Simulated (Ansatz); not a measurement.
BH5N (SMILES B[NH3+]) moved off its minimum; all values from Ansatz (a quantum-chemistry and plane-wave program), cores frozen in correlated methods.
(charge 1, multiplicity 1)
```xyz
7

B      1.00042     0.21626     0.02660
N     -0.60682    -0.06305    -0.03565
H      1.47266    -0.88903     0.18150
H      1.33694     1.19099    -0.19505
H     -1.03628     0.05933     0.92139
H     -0.93439    -1.07060    -0.30091
H     -1.10623     0.56004    -0.62040
```

Forces at B3LYP/def2-TZVPP (eV/Å):

```csv
atom,Fx,Fy,Fz
B1,-2.646,-6.033,0.364
N2,-0.044,-2.141,1.464
H3,0.366,1.113,0.143
H4,1.360,3.971,-0.628
H5,0.550,0.023,-0.833
H6,1.131,2.023,0.410
H7,-0.717,1.044,-0.919
```

Q: Give the forces (eV/Å), the total energy and the dipole at CCSD(T)/aug-cc-pVTZ.

A: 
| atom | Fx | Fy | Fz |
|---|---|---|---|
| B1 | -2.656 | -6.101 | 0.385 |
| N2 | -0.093 | -2.169 | 1.467 |
| H3 | 0.392 | 1.041 | 0.155 |
| H4 | 1.399 | 4.108 | -0.658 |
| H5 | 0.549 | 0.022 | -0.826 |
| H6 | 1.148 | 2.036 | 0.414 |
| H7 | -0.738 | 1.062 | -0.937 |
Energy -82.1745 hartree.
